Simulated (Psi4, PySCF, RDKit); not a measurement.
Relaxed torsion scan: SMILES B[SiH2]C#N (CH₄BNSi), singlet. Scanned: dihedral H5–B1–Si2–C3; all other coordinates were relaxed at GFN2-xTB. Points at φ and −φ are mirror images. Heavy atoms are numbered in the order of the SMILES B[SiH2]C#N, hydrogens after them in the order of the atoms that carry them; the mirror image has the same energies with the sign of each dihedral reversed.

- RKS-B3LYP/6-31G* = restricted B3LYP/6-31G*, spherical d // GFN2-xTB (PySCF)
- UFF // GFN2-xTB (RDKit)
- RMP2/6-31G* = PySCF with restricted MP2 (frozen core)/6-31G*, spherical d // GFN2-xTB
- MP2/cc-pVTZ = DF-MP2 (frozen core)/cc-pVTZ // GFN2-xTB run with Psi4

Energies relative to the lowest point of each profile, in mEh; the last columns give the difference from MP2:

```tsv
φ / °	RKS-B3LYP/6-31G*	UFF	RMP2/6-31G*	MP2/cc-pVTZ	RKS-B3LYP/6-31G* − MP2/cc-pVTZ	UFF − MP2/cc-pVTZ	RMP2/6-31G* − MP2/cc-pVTZ
-165	0.1	0.9	0.1	0.1	0.0	0.7	0.0
-150	0.5	1.6	0.5	0.4	0.1	1.2	0.1
-135	0.9	0.9	0.9	0.8	0.1	0.1	0.1
-120	1.3	0.5	1.3	1.1	0.2	-0.6	0.2
-105	1.5	1.5	1.5	1.2	0.3	0.3	0.3
-90	1.6	2.4	1.6	1.2	0.3	1.2	0.3
-75	1.5	1.6	1.5	1.2	0.3	0.4	0.3
-60	1.3	0.5	1.3	1.1	0.2	-0.6	0.2
-45	0.9	1.0	0.9	0.8	0.1	0.2	0.1
-30	0.4	1.6	0.5	0.4	0.1	1.2	0.1
-15	0.1	0.8	0.1	0.1	0.0	0.7	0.0
0	0.0	0.0	0.0	0.0	0.0	0.0	0.0
15	0.1	0.8	0.1	0.1	0.0	0.7	0.0
30	0.4	1.6	0.5	0.4	0.1	1.2	0.1
45	0.9	1.0	0.9	0.8	0.1	0.2	0.1
60	1.3	0.5	1.3	1.1	0.2	-0.6	0.2
75	1.5	1.6	1.5	1.2	0.3	0.4	0.3
90	1.6	2.4	1.6	1.2	0.3	1.2	0.3
105	1.5	1.5	1.5	1.2	0.3	0.3	0.3
120	1.3	0.5	1.3	1.1	0.2	-0.6	0.2
135	0.9	0.9	0.9	0.8	0.1	0.1	0.1
150	0.5	1.6	0.5	0.4	0.1	1.2	0.1
165	0.1	0.9	0.1	0.1	0.0	0.7	0.0
180	0.0	0.0	0.0	0.0	0.0	0.0	0.0
```

RKS-B3LYP/6-31G* is furthest from MP2/cc-pVTZ at -90 (0.3 mEh, above); its mean absolute difference over the points is 0.1 mEh.

UFF is furthest from MP2/cc-pVTZ at -30 (1.2 mEh, above); its mean absolute difference over the points is 0.6 mEh.

RMP2/6-31G* is furthest from MP2/cc-pVTZ at -90 (0.3 mEh, above); its mean absolute difference over the points is 0.2 mEh.
